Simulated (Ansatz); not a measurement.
CH8FNSi2, SMILES C[Si@@]([SiH3])(N)F.

Geometry optimised at B3LYP-D3(BJ)/def2-SVP. The structure was generated by enumeration; whether it is a known compound was not checked. The values are those of a single conformer.

Two levels are set side by side: PBE/def2-TZVPD (Ansatz, a program for electronic structure) and PBE0/def2-TZVPD (Ansatz). Energy differences of separate SCF runs at the same geometry; the states with an electron removed or added have multiplicity 2 and 2. Differences are taken from unrounded values.

```
quantity                            PBE
---------------------------------  ----
vertical ionisation energy (eV)    9.40
vertical singlet–triplet gap (eV)  5.55
```

Task: These are the PBE values. What does PBE0 give? (An estimate is asked for; the answer gives what the named calculation found.)

Result: 
| quantity | PBE0 | PBE minus PBE0 |
|---|---|---|
| vertical ionisation energy (eV) | 9.77 | -0.38 |
| vertical singlet–triplet gap (eV) | 5.87 | -0.32 |
